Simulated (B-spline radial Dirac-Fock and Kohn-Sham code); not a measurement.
**Subshell cross sections of Zn¹⁰⁺, photon energy 750 eV**

System: zinc as Zn¹⁰⁺, configuration [Ar] 3d2.

Level of theory: independent-particle photoionisation in a Dirac-Hartree-Slater potential with a Latter tail, all multipoles, thresholds from Dirac-Fock ΔSCF; a B-spline atomic structure program. The asymmetry parameter β is from the dipole term alone. Kinetic energies are from the vacuum level. Open shells are spread statistically over j, without multiplet splitting.

```csv
subshell,electrons,binding (eV),kinetic (eV),σ (kb),β
M1 (3s),2,403.2,346.8,63.2,2.00
M2 (3p1/2),2,348.9,401.1,77.6,1.63
M3 (3p3/2),4,345.0,405.0,154,1.64
M4 (3d3/2),0.8,271.2,478.8,16.0,1.24
M5 (3d5/2),1.2,270.5,479.5,23.6,1.23
```

Branching ratios of the spin-orbit partners (statistical value in brackets): 3p 1.98 (2.00), 3d 1.48 (1.50).

Values without a named source are computed, but for edge energies of neutral atoms, which are taken from tables.
